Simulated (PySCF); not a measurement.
C5H8, SMILES C1CC1C=C.

Geometry: B3LYP-D3(BJ)/def2-SVP. One conformer was computed; it need not be the lowest.

All values below come from PBE/def2-TZVP (PySCF).

Symmetry labels are those of the subgroup Cs that the program uses (full group Cs).

List the valence orbital energies around the gap with their symmetry. (An estimate is asked for; the answer gives what the named calculation found.)


```csv
orbital,symmetry,energy (eV)
HOMO−7,A',-11.64
HOMO−6,A',-10.20
HOMO−5,A',-9.51
HOMO−4,A",-8.83
HOMO−3,A',-8.18
HOMO−2,A",-8.08
HOMO−1,A',-7.25
HOMO,A",-5.77
LUMO,A",-0.66
LUMO+1,A',0.77
LUMO+2,A',0.90
LUMO+3,A',1.47
```
